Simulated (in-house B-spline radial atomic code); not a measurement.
## PBE hybrid excitations of Ar IX (Ar8+)

Method: PBE hybrid with 0.2 exact exchange. Computed with an all-electron radial atomic-structure program (B-spline basis): linear response of the closed shell [He] 2s2 2p6 with the functional's adiabatic kernel; non-relativistic, point nucleus, no spin-orbit coupling, no double excitations, S, P, D and F terms only. Only terms of natural parity with L up to 3 were computed.

Command:
```bash
python run_td.py task.json out
```
Settings (radii: box in bohr, nucleus in fm):
```
Z                        18
electrons                10
configuration            [He] 2s2 2p6
hamiltonian              nr
method                   pbeh
box_radius               11.59
exact_exchange_fraction  0.2
intervals                50
```

Cost of the run: 0.2 s on 1 thread of Intel(R) Xeon(R) Platinum 8259CL CPU @ 2.50GHz (Skylake/Cascade Lake), with other jobs on the host.

The lowest states, in the order of their Tamm-Dancoff energies; the method's threshold (minus the highest occupied level) is 401.17 eV. Labels give the largest channel, * marks a mixed state, and oscillator strengths are full-response dipole values. Semilocal kernels can invert the small singlet-triplet splittings of Rydberg terms. Energies in eV:

```
     state  full response  Tamm-Dancoff  oscillator strength
2p → 3s 3P         245.01        245.03                    -
2p → 3s 1P         246.73        246.76                0.202
2p → 3p 3S         260.14        260.19                    -
2p → 3p 3D         261.83        261.85                    -
2p → 3p 1D         263.22        263.22                    -
2p → 3p 1S         272.87        273.51                    -
2p → 3d 3P         284.68        284.69                    -
2p → 3d 3F         285.17        285.20                    -
2p → 3d 1F              ?             ?                    -
2p → 3d 1P         291.06        291.26                 1.84
2s → 3s 3S         310.88        310.89                    -
2s → 3s 1S              ?             ?                    -
2p → 4s 3P         324.16        324.17                    -
2p → 4s 1P         324.73        324.74               0.0267
2s → 3p 3P         328.16        328.17                    -
2s → 3p 1P         329.42        329.43                0.345
```

(1) Where does 2p → 3d 1F lie?

(2) Where does 2s → 3s 1S lie?

(3) How large is the singlet-triplet splitting of 2p → 3s (P terms) in Tamm-Dancoff?

(4) What polarisabilities and dispersion coefficient does the method give?

## Answers

(1) At 286.36 eV in full response, 286.36 eV in Tamm-Dancoff.

(2) At 314.35 eV in full response, 314.52 eV in Tamm-Dancoff.

(3) 1.73 eV, from the unrounded values.

(4) Dipole 0.03815 bohr³, quadrupole 0.01141 bohr⁵, C6 0.01417 hartree·bohr⁶ for two such species.
